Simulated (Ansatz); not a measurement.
A nudged elastic band was laid between two geometries of F + F4Zr (6 atoms, charge 0, multiplicity 2).

Computed with UKS PBE/def2-SVP in Ansatz 0.2.0.

| Item | Value |
| --- | --- |
| movable images | 7 |
| climbing image | yes |
| spring | 5.0 eV/Å² |
| optimiser | quadratic models (default) |
| start path | through a guess of the saddle point |
| force threshold | 0.03 eV/Å |
| iteration limit | 60 |
| end points | relaxed |

First end point:

```xyz
6
Properties=species:S:1:pos:R:3
Zr 0.000 0.000 -0.027
F 0.000 0.000 1.894
F 1.793 0.000 -0.670
F -0.896 1.553 -0.670
F -0.896 -1.553 -0.670
F 0.000 0.000 4.065
```

Last end point:

```xyz
6
Properties=species:S:1:pos:R:3
Zr -0.045 0.000 0.407
F 1.185 0.001 2.097
F 1.574 0.000 -0.610
F -0.957 1.564 -0.178
F -0.957 -1.564 -0.178
F -0.799 0.000 2.386
```

(1) What changes between the two ends?

(2) Give the energies along the band, and the barrier.

Results:

(1) Bonds formed: Zr1–F6. F + F4Zr becomes F5Zr.

(2) The forces met the threshold. The highest image is number 0 of 0 to 8, 0.000 eV above the first end and 1.090 eV above the last; the last end lies 1.090 eV below the first. The highest image is an end point: on this band no image between the ends rises above it. A vibrational analysis next to that end finds imaginary modes (40i, 40i cm⁻¹), so it isn't a minimum.

```
image  path coordinate (Å)  energy (eV)  Zr1–F6 (Å)
    0                 0.00        0.000        4.09
    1                 0.02        0.000        4.09
    2                 0.41       -0.010        4.02
    3                 0.79       -0.037        3.85
    4                 1.17       -0.088        3.61
    5                 1.56       -0.185        3.28
    6                 1.94       -0.393        2.89
    7                 2.33       -0.793        2.47
    8                 2.71       -1.090        2.12
```

The run took 3.2 min on 4 threads of Arm Neoverse V1 (shared host), peak memory 0.25 GiB.
